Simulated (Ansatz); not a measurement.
C3H9FSi (`CC([SiH3])CF`). Charge 0, multiplicity 1. All single points use the PBE0-D4/def2-TZVP geometry. It is one conformer, not always the lowest.

```xyz
14

C    -0.146    0.261   -1.496
C    -0.249    0.381    0.022
Si    1.442    0.175    0.848
C    -1.277   -0.564    0.599
F    -0.844   -1.879    0.490
H     0.589    0.956   -1.908
H     0.152   -0.749   -1.786
H    -1.108    0.473   -1.974
H    -0.583    1.395    0.283
H     2.120   -1.066    0.394
H     2.295    1.337    0.478
H     1.293    0.144    2.328
H    -2.229   -0.497    0.059
H    -1.455   -0.367    1.661
```

Q: What is the dipole moment at PBE/def2-TZVPP? (Best estimate.)

A: Computed: 1.90 D, with components (-0.95, 1.60, -0.35) D in this frame, pointing from negative to positive charge.

Q: And with r2SCAN, B3LYP, ωB97M-V? (An estimate is asked.)

A: The calculation gave: r2SCAN 1.96 D, B3LYP 1.98 D, ωB97M-V 1.98 D.

Q: Give the Mulliken charges with PBE, r2SCAN, B3LYP in def2-TZVPP. (Best estimate.)

A: Computed: 
```tsv
atom	PBE	r2SCAN	B3LYP
C1	-0.28	-0.18	-0.29
C2	-0.04	-0.03	-0.06
Si3	0.19	0.27	0.26
C4	0.03	0.14	0.05
F5	-0.22	-0.25	-0.26
H6	0.09	0.06	0.09
H7	0.10	0.07	0.11
H8	0.08	0.04	0.08
H9	0.05	0.01	0.05
H10	-0.05	-0.06	-0.06
H11	-0.06	-0.08	-0.07
H12	-0.06	-0.08	-0.07
H13	0.07	0.04	0.08
H14	0.09	0.05	0.09
```

B3LYP here is the variant with VWN-RPA as its local correlation; programs differ in this.
